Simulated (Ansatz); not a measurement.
Start from `[CH3][GaH][SH]` and change one atom or group to get `[BH2][GaH][CH3]`.

Ansatz, PBE0-D4/def2-TZVP geometries, multiplicity 1. Each molecule was computed in one conformer, which needn't be the lowest.

Scalar relativity is left out up to krypton.

```
                                                                                  property  `[CH3][GaH][SH]`
                                        size of the dipole moment (ωB97M-V/def2-TZVPP) / D              1.94
                                                       HOMO energy (B3LYP/def2-TZVPP) / eV             -7.27
                                                     HOMO energy (ωB97M-V/def2-TZVPP) / eV             -9.71
ideal-gas entropy at 298 K and 1 bar (rigid rotor, harmonic PBE0-D4/def2-TZVP) / J/(mol·K)               334
                                                        HOMO energy (PBE0/def2-TZVPP) / eV             -7.52
                                                         HOMO energy (PBE/def2-TZVPP) / eV             -6.35
```

Question: What does the change do to each property? (Estimate.)

Answer: The calculation gave: 
```csv
property,`[BH2][GaH][CH3]`,shift
size of the dipole moment (ωB97M-V/def2-TZVPP) / D,0.58,-1.36
HOMO energy (B3LYP/def2-TZVPP) / eV,-7.09,0.18
HOMO energy (ωB97M-V/def2-TZVPP) / eV,-9.44,0.27
"ideal-gas entropy at 298 K and 1 bar (rigid rotor, harmonic PBE0-D4/def2-TZVP) / J/(mol·K)",327,-7
HOMO energy (PBE0/def2-TZVPP) / eV,-7.28,0.24
HOMO energy (PBE/def2-TZVPP) / eV,-6.14,0.21
```

With PBE0 the HOMO rises by 0.24 eV and the LUMO falls by 1.05 eV, so the gap narrows by about 1.29 eV. PBE moves the HOMO by 0.21 eV and ωB97M-V by 0.27 eV. The zero-point energy changes by 24.7 kJ/mol with +3 modes. Dipoles are sizes alone; their direction can turn. Modes under 60 cm⁻¹, often nearly free rotors, make the harmonic entropy too high.

B3LYP here is the variant with VWN-RPA as its local correlation; programs differ in this.
